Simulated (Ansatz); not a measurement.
Born–Oppenheimer molecular dynamics of FGeH3O (6 atoms, charge 0, multiplicity 1). It starts from a relaxed structure.

Theory: Ansatz 0.2.0, RKS PBE/def2-SVP.

```json
{
  "ensemble": "NVT, Langevin thermostat",
  "time step": "0.5 fs",
  "steps asked": "250",
  "set temperature": "500 K",
  "friction": "0.001 /fs",
  "masses": "H 10 u",
  "seed": "150486"
}
```

First frame:

```xyz
6
Properties=species:S:1:pos:R:3
Ge 0.014 -0.075 -0.018
O 0.026 -0.062 1.767
H -0.871 -0.183 2.132
H 1.492 0.051 -0.433
F -0.840 1.363 -0.570
H -0.790 -1.270 -0.593
```

How far do the bonds stretch over the last three quarters of this one trajectory? (Pairs bonded in most of those frames.)


| bond | mean (Å) | spread (Å) | shortest | longest |
| --- | --- | --- | --- | --- |
| Ge1–O2 | 1.789 | 0.018 | 1.76 | 1.82 |
| Ge1–H4 | 1.553 | 0.025 | 1.52 | 1.59 |
| Ge1–F5 | 1.766 | 0.028 | 1.72 | 1.81 |
| Ge1–H6 | 1.559 | 0.056 | 1.47 | 1.64 |
| O2–H3 | 0.979 | 0.009 | 0.96 | 1.00 |

Mean temperature of the second half: 281 K. The mean temperature of the second half is 44 % below the set value. A run of 0.12 ps of so small a system gives no equilibrium averages.

The run took 5.5 min on 1 thread of Arm Neoverse V2, with other jobs on the host, peak memory 0.13 GiB.
